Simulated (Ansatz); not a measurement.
Name a neutral molecule of N, O, S, Ta and H with LUMO energy (PBE0/def2-TZVPP) between -1.35 and -1.05 eV and LUMO energy (B3LYP/def2-TZVPP) between -1.40 and -1.10 eV (Ansatz, PBE0-D4/def2-TZVP geometry).

`[NH2][Ta]([OH])([OH])=[S]` (-1.08 eV, -1.28 eV). Other molecules can fit too; these were computed, each in one conformer that needn't be the lowest.

B3LYP here is the variant with VWN-RPA as its local correlation; programs differ in this.
